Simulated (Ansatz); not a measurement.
A nudged elastic band was laid between two geometries of F2GeH2 + H (6 atoms, charge 0, multiplicity 2).

Computed with UHF/def2-SVP (Ansatz).

```yaml
movable_images: 5
climbing_image: yes
spring: 5.0 eV/Å²
optimiser: quadratic models (default)
start_path: through a guess of the saddle point
force_threshold: 0.03 eV/Å
iteration_limit: 60
end_points: relaxed
```

Initial state:

```xyz
6
Properties=species:S:1:pos:R:3
Ge -0.040 0.070 -0.321
H -0.018 0.032 1.194
F 1.575 -0.012 -0.884
H -0.719 1.246 -0.992
F -0.776 -1.369 -0.885
H 0.042 -0.073 4.813
```

Final state:

```xyz
6
Properties=species:S:1:pos:R:3
Ge -0.028 0.049 -0.763
H 0.179 -0.308 3.666
F 1.545 0.027 -1.451
H -0.753 1.305 -1.274
F -0.795 -1.325 -1.450
H -0.085 0.146 4.197
```

(1) Which bonds break or form, and what moves?

(2) What energy profile does the band end with?

(3) What is the geometry of the highest image?

(4) What are the harmonic wavenumbers there?

The band took 13 iterations and of the order of 80 core-seconds.

## Answers

(1) Bonds broken: Ge1–H2. Bonds formed: H2–H6. F2GeH2 + H becomes F2GeH + H2.

(2) The run converged. The highest image is number 2 of 0 to 6, 60.0 kJ/mol above the first end and 96.8 kJ/mol above the last; the last end lies 36.8 kJ/mol below the first. A vibrational analysis at the climbing image gives one clearly imaginary mode, 2020i cm⁻¹: a first-order saddle point.

| image | path coordinate (Å) | energy (kJ/mol) | Ge1–H2 (Å) | H2–H6 (Å) |
| --- | --- | --- | --- | --- |
| 0 | 0.00 | 0.0 | 1.52 | 3.62 |
| 1 | 1.12 | 2.5 | 1.51 | 2.43 |
| 2 | 2.24 | 60.0 | 1.71 | 1.05 |
| 3 | 3.09 | -19.1 | 2.58 | 0.75 |
| 4 | 3.94 | -34.5 | 3.30 | 0.75 |
| 5 | 4.78 | -36.6 | 4.03 | 0.75 |
| 6 | 5.63 | -36.8 | 4.45 | 0.75 |

(3) 
```xyz
6
Properties=species:S:1:pos:R:3:forces:R:3
Ge -0.047 0.082 0.050 0.01 -0.01 -0.01
H -0.011 0.020 1.754 0.00 0.00 0.00
F 1.572 -0.012 -0.511 -0.01 0.00 0.00
H -0.724 1.254 -0.654 0.00 0.00 0.00
F -0.775 -1.367 -0.511 0.00 0.01 0.01
H 0.048 -0.084 2.797 0.00 0.00 0.00
```

(4) 2020i, 183, 197, 259, 713, 753, 764, 775, 1007, 1011, 1098, 2284 cm⁻¹.

Run time: 44 s on 2 threads of Arm Neoverse V2 (shared host), peak memory 0.19 GiB.
